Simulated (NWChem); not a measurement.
System: HgCl cation; SMILES [Cl][Hg+]

Here is an NWChem input.

```
start job
memory heap 200 mb stack 700 mb global 900 mb
charge 1
geometry units angstroms noautosym nocenter noautoz
  Hg     0.000000     0.000000    -0.421372
  Cl     0.000000     0.000000     1.856828
end
basis spherical
  * library def2-svpd
end
ecp
  Hg library def2-ecp
end
dft
  xc b3lyp
  iterations 150
end
tddft
  nroots 8
  notriplet
end
task tddft energy
```

Output (shortened):

```
             Northwest Computational Chemistry Package (NWChem) 7.3.0
             --------------------------------------------------------

                             Geometry "geometry" -> ""
                             -------------------------

 Output coordinates in angstroms (scale by  1.889725989 to convert to a.u.)

  No.       Tag          Charge          X              Y              Z
 ---- ---------------- ---------- -------------- -------------- --------------
    1 Hg                  80.0000     0.00000000     0.00000000    -0.42137200
    2 Cl                  17.0000     0.00000000     0.00000000     1.85682800

 Effective nuclear repulsion energy (a.u.)     315.8989810550

                                 NWChem DFT Module
                                 -----------------

 Summary of "ao basis" -> "ao basis" (spherical)
 ------------------------------------------------------------------------------
       Tag                 Description            Shells   Functions and Types
 ---------------- ------------------------------  ------  ---------------------
 Hg                        def2-svpd                13       35   6s4p2d1f
 Cl                        def2-svpd                11       27   5s4p2d

            General Information
            -------------------
          SCF calculation type: DFT
          Wavefunction type:  closed shell.
          No. of atoms     :     2
          No. of electrons :    36
           Alpha electrons :    18
            Beta electrons :    18
          Charge           :     1
          Spin multiplicity:     1
          Use of symmetry is: off; symmetry adaption is: off
          Maximum number of iterations: 150
          AO basis - number of functions:    62
                     number of shells:    24
          Convergence on energy requested:  1.00D-06
          Convergence on density requested:  1.00D-05
          Convergence on gradient requested:  5.00D-04

              XC Information
              --------------
                         B3LYP Method XC Potential
                     Hartree-Fock (Exact) Exchange  0.200
                        Slater Exchange Functional  0.800 local
                    Becke 1988 Exchange Functional  0.720 non-local
              Lee-Yang-Parr Correlation Functional  0.810
                  VWN I RPA Correlation Functional  0.190 local

[...]

                                NWChem TDDFT Module
                                -------------------

            General Information
            -------------------
           No. of orbitals :     124
            Alpha orbitals :      62
             Beta orbitals :      62
        Alpha frozen cores :       0
         Beta frozen cores :       0
     Alpha frozen virtuals :       0
      Beta frozen virtuals :       0
         Spin multiplicity :       1
    Number of AO functions :      62
        Use of symmetry is : off
      Symmetry adaption is : off
         Schwarz screening :  0.10D-07

              XC Information
              --------------
                  B3LYP Method XC Potential
              Hartree-Fock (Exact) Exchange   0.20
                 Slater Exchange Functional   0.80 local
             Becke 1988 Exchange Functional   0.72 non-local
       Lee-Yang-Parr Correlation Functional   0.81
           VWN I RPA Correlation Functional   0.19 local

             TDDFT Information
             -----------------
          Calculation type : TDDFT
         Wavefunction type : Restricted singlets
          No. of electrons :      36
           Alpha electrons :      18
            Beta electrons :      18
              No. of roots :       8
          Max subspacesize :    5600
            Max iterations :     100
               Target root :       1
           Target symmetry : none
      Symmetry restriction : off
                 Algorithm : Optimal
        Davidson threshold :  0.10D-03

    8 smallest eigenvalue differences (eV)
--------------------------------------------------------
  No. Spin  Occ  Vir  Irrep   E(Occ)    E(Vir)   E(Diff)
--------------------------------------------------------
    1    1   18   19 a        -0.550    -0.440     2.983
    2    1   17   19 a        -0.550    -0.440     2.983
    3    1   16   19 a        -0.622    -0.440     4.958
    4    1   18   20 a        -0.550    -0.240     8.435
    5    1   17   20 a        -0.550    -0.240     8.435
    6    1   18   21 a        -0.550    -0.240     8.435
    7    1   17   21 a        -0.550    -0.240     8.435
    8    1   15   19 a        -0.752    -0.440     8.486
--------------------------------------------------------

  Entering Davidson iterations
  Restricted singlet excited states

  Iter   NTrls   NConv    DeltaV     DeltaE      Time
  ----  ------  ------  ---------  ---------  ---------
    1      8       0     0.28E+00   0.10+100        9.2
    2     24       0     0.11E+00   0.44E-01       14.7
    3     40       0     0.18E-01   0.19E-01       17.5
    4     56       0     0.33E-02   0.29E-03       15.8
    5     70       4     0.67E-03   0.52E-05       13.9
    6     78       7     0.15E-03   0.21E-06        9.3
    7     80       8     0.67E-04   0.94E-08        6.0
  ----  ------  ------  ---------  ---------  ---------
  Convergence criterion met

  Ground state a        -613.270142744477 a.u.

  ----------------------------------------------------------------------------
  Root   1 singlet a              0.064897478 a.u.                1.7660 eV
  ----------------------------------------------------------------------------
     Transition Moments    X  0.14167   Y -0.12613   Z -0.00001
     Dipole Oscillator Strength                    0.0015566530
     Electric Quadrupole                           0.0000000001
     Magnetic Dipole                               0.0000001227
     Total Oscillator Strength                     0.0015567757

[...]
```

Level: B3LYP/def2-SVPD with def2 effective core potentials on Hg, full TDDFT. Coordinates come from a PBE0/def2-SVP optimisation. def2 effective core potentials on Hg; no spin-orbit coupling.
